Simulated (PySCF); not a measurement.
C4H5Br. Atoms are numbered in the order given.

```xyz
10

C     -3.3974     0.0934    -0.3205
C     -2.2583    -0.8732    -0.2228
C     -1.0121    -0.6125    -0.5357
C      0.2267    -0.3474    -0.8456
Br     1.4741     0.3373     0.4076
H     -3.0667     1.0729    -0.6907
H     -4.1772    -0.2933    -0.9966
H     -3.8689     0.2327     0.6659
H     -2.4883    -1.8845     0.1417
H      0.6532    -0.4958    -1.8407
```

The structure is a stationary point at PBE0-D3(BJ)/def2-SVP.

All values below come from PySCF with PBE0/pcSseg-1.

GIAO shieldings, no solvent; atoms alike by connectivity are averaged. δ = σ(ref) − σ: ¹³C against TMS (σ = 186.3 ppm); ¹H against TMS (σ = 31.56 ppm), references at their B3LYP-D3(BJ)/def2-TZVP geometries, non-relativistic (without spin–orbit terms, shifts of atoms bonded to Cl or Br come out too high).

```csv
nucleus,atoms,count,δ (ppm)
¹³C,C3,1,221.4
¹³C,C2,1,104.2
¹³C,C4,1,95.5
¹³C,C1,1,19.6
¹H,H10,1,6.28
¹H,H9,1,6.06
¹H,"H6, H7, H8",3,2.14
```
